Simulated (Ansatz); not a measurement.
Compare A (`C=[C](S)[AlH][OH]`) with its isomer B (`O/C(S)=[CH]/[AlH2]`).

Calculated with Ansatz (gas phase, PBE0-D4/def2-TZVP geometries, no zero-point term in ΔE). CCSD(T)/CBS adds triple-zeta CCSD(T) − MP2 to the extrapolated MP2 energy (def2 sets, frozen cores). DFT in def2-TZVPP. B3LYP here is the variant with VWN-RPA as its local correlation; programs differ in this. Each species was taken in one conformer, which may not be the lowest.

(1) Which is lower in electronic energy at CCSD(T)/CBS, and by how much? (Estimate.)

(2) Give E(B) − E(A) in kcal/mol with MP2/def2-TZVPP, PBE-D4, PBE0-D4, B3LYP, CCSD/def2-TZVPP, B3LYP-D4, ωB97M-V. (Estimate.)

Largest T1 diagnostic: 0.013.

## Answers

(1) The calculation gave: A, by 46.8 kcal/mol.

(2) Ansatz gave: MP2/def2-TZVPP 46.8, PBE-D4 40.9, PBE0-D4 41.9, B3LYP 44.6, CCSD/def2-TZVPP 46.4, B3LYP-D4 44.4, ωB97M-V 44.0. None reverses the order clearly.

From PBE to PBE0 (25 % exact exchange), in def2-TZVPP and without D4, E(B) − E(A) moves by +1.0 kcal/mol.
